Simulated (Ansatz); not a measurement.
`CC[O][Zn][Cl]` + H₂ → `C[O][Zn][Cl]` + CH₄ at 600 K and 1 bar (hydrogenolysis of a C–C bond).

Calculated with Ansatz (gas phase, PBE0-D4/def2-TZVP geometries, no zero-point term in ΔE). CBS: MP2 limit from def2 TZ/QZ plus the TZ coupled-cluster correction, frozen cores. This one scheme is used for every species. For Zn outer-core shells are correlated without core-valence functions, which leaves a few kJ/mol of doubt a bond. Scalar relativity is left out up to krypton. Each species was taken in one conformer, which may not be the lowest.

```json
{"species": "`CC[O][Zn][Cl]`", "CCSD(T)/CBS energy (Eh)": "-2392.51110", "H − E (kJ/mol)": "245.0", "S (J/(mol·K))": "450.2"}
{"species": "H₂", "CCSD(T)/CBS energy (Eh)": "-1.17544", "H − E (kJ/mol)": "43.9", "S (J/(mol·K))": "150.8"}
{"species": "`C[O][Zn][Cl]`", "CCSD(T)/CBS energy (Eh)": "-2353.24457", "H − E (kJ/mol)": "157.9", "S (J/(mol·K))": "398.6"}
{"species": "CH₄", "CCSD(T)/CBS energy (Eh)": "-40.46206", "H − E (kJ/mol)": "140.4", "S (J/(mol·K))": "215.7"}
```

H − E and S are ideal-gas, rigid-rotor, harmonic terms from PBE0-D4/def2-TZVP, for one conformer and one mirror image of each species. The MP2-based limit puts H₂ 0.8 mEh under its directly extrapolated value; such offsets cancel only in part. 1 Eh = 2625.50 kJ/mol, R = 8.31446 J/(mol·K).

Problem. By hand: ΔE, ΔH, ΔS and ΔG.

Solution. ΔE = (-2353.24457) + (-40.46206) − (-2392.51110) − (-1.17544) = -0.02009 Eh = -52.7 kJ/mol. Δ(H − E) = 157.9 + 140.4 − 245.0 − 43.9 = 9.4, so ΔH = -43.3 kJ/mol. ΔS = 398.6 + 215.7 − 450.2 − 150.8 = 13.3 J/(mol·K). ΔG = -43.3 − 600 × (13.3)/1000 = -51.3 kJ/mol.

Problem. By hand: the equilibrium constant, and the temperature at which ΔG would vanish if ΔH and ΔS stayed fixed.

Solution. log₁₀ K = −ΔG/(RT ln 10) = 4.5. ΔH and −TΔS have one sign here, so there is no such temperature.

The number of gas molecules stays the same, so ΔS is small and ΔH decides. A doubt of 5 kJ/mol in ΔE shifts log₁₀ K by 0.4 here. Other conformers and mirror images would add mixing entropy, several J/(mol·K) or more a flexible species. Modes under 60 cm⁻¹, often nearly free rotors, make the harmonic entropy too high. These are equilibria of isolated gas molecules and say nothing of rates. Largest T1 diagnostic: 0.015 (customary marks: 0.02 for closed shells, 0.045 for open ones).
